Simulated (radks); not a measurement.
Ti4+, configuration [He] 2s2 2p5.5 3s2 3p6 4p0.5 (fractional occupations, a model configuration). Calculated with a radial shooting solver on a logarithmic mesh with Libxc functionals: scalar-relativistic Kohn-Sham, PBE, spin-unpolarised, spherical densities, finite nucleus; Fermi nuclear charge, rms radius 3.5921 fm.

Normalised radial functions P(r) = r R(r), r in bohr:

```
   r/bohr * 1s, o 4s, + 4p (the largest magnitude, 3.38, reaches the edge; | marks zero, & curves that meet)
  0.00229                             &   *
 0.003389                             &    *
 0.004976                             &      *
 0.007364                             +o        *
   0.0109                             +o            *
  0.01613                             +o                 *
  0.02368                             +o                     *
  0.03505                             +o                        *
  0.05186                             |&                         *
  0.07614                             o+                     *
   0.1127                            o| +             *
   0.1668                           o | +    *
   0.2468                           o |+*
   0.3624                             &
   0.5363                           + * o
   0.7936                          +  *  o
    1.165                             &
    1.724                        o    *   +
    2.552                       o     *     +
    3.777                           o *  +
    5.545                             &+
    8.206                             &
```

1s: eigenvalue -4958.2 eV, 0 radial nodes, <r> = 0.0696 bohr, 90 % of the charge inside 0.124 bohr. 4s (empty): eigenvalue -39.777 eV, 3 radial nodes at r = 0.0907, 0.382, 1.14 bohr, <r> = 2.34 bohr, 90 % of the charge inside 3.35 bohr. 4p: eigenvalue -33.212 eV, 2 radial nodes at r = 0.349, 1.20 bohr, <r> = 2.57 bohr, 90 % of the charge inside 3.71 bohr.
